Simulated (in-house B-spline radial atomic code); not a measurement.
A run on Mo VI (Mo5+) (an excited or competing configuration) that did not converge. Method: scalar-relativistic (X2C) wB97X, spin-polarised, spherical fractional occupations, exact exchange averaged over the configuration, Fermi nucleus of rms radius 4.4091 fm; computed with a B-spline radial code for spherical atoms.

Command:
```bash
python run_scf.py task.json out
```
Settings (nuclear radius in fm, mass in u):
```
Z                42
configuration    [Ar] 3d9 4s2 4p6 4d2
hamiltonian      x2c
method           wb97x
spin_polarised   True
nucleus          fermi
rms_radius       4.4091
atomic_mass      97.9054
speed_of_light   137.035999084
exact_exchange   averaged over the configuration
```

First and last ten iterations of the last attempt (damped for 15 steps, keeping 80 % of the old Fock matrix, then DIIS):
```
 iter        energy (Eh)    residual
    1       -4026.715943    5.74e-01
    2       -4032.775533    3.14e-01
    3       -4033.679975    2.13e-01
    4       -4034.129963    1.43e-01
    5       -4034.352244    9.55e-02
    6       -4034.461593    6.81e-02
    7       -4034.515318    4.94e-02
    8       -4034.541749    3.60e-02
    9       -4034.554800    2.64e-02
   10       -4034.561282    1.94e-02
  111       -4034.567941    1.42e-06
  112       -4034.567941    2.46e-06
  113       -4034.567941    2.61e-06
  114       -4034.567941    1.31e-06
  115       -4034.567941    1.10e-06
  116       -4034.567941    1.70e-06
  117       -4034.567941    1.92e-06
  118       -4034.567941    1.27e-06
  119       -4034.567941    1.72e-06
  120       -4034.567941    2.95e-06
 not converged after 120 iterations
```

The smallest residual met was 7.1e-07; the threshold is about 4e-07. Over the last five steps the energy moves by less than 1e-08 hartree, but the orbitals didn't meet the threshold. Run time, properties included: 8.9 s on 1 thread of AMD EPYC 9R45 96-Core Processor, with other jobs on the host.
